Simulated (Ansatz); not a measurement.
```xyz
10

N    -0.896   -0.412    1.494
Si   -0.775    0.288   -0.039
F    -1.195    1.815    0.140
F    -1.820   -0.293   -1.099
Si    1.364    0.060   -0.945
H    -0.577   -1.348    1.679
H    -1.581   -0.102    2.165
H     1.771   -1.368   -0.846
H     1.380    0.471   -2.372
H     2.329    0.888   -0.177
```

Charge 0, multiplicity 1.

Task: List the ωB97M-V/def2-TZVPP orbital energies in eV (Ansatz 0.2.0). (Best estimate.)

Result: The calculation gave: Occupied: -1808.58, -1806.96, -677.45, -677.35, -394.55, -149.42, -148.10, -103.59, -103.55, -103.51, -102.20, -102.20, -102.20, -36.26, -35.72, -27.01, -18.98, -17.78, -16.93, -16.30, -16.18, -15.50, -14.76, -14.59, -14.31, -12.34, -12.32, -11.06, -10.48. Lowest empty: 1.67, 2.00, 2.39, 2.63, 3.23, 3.76, 3.93, 4.16.
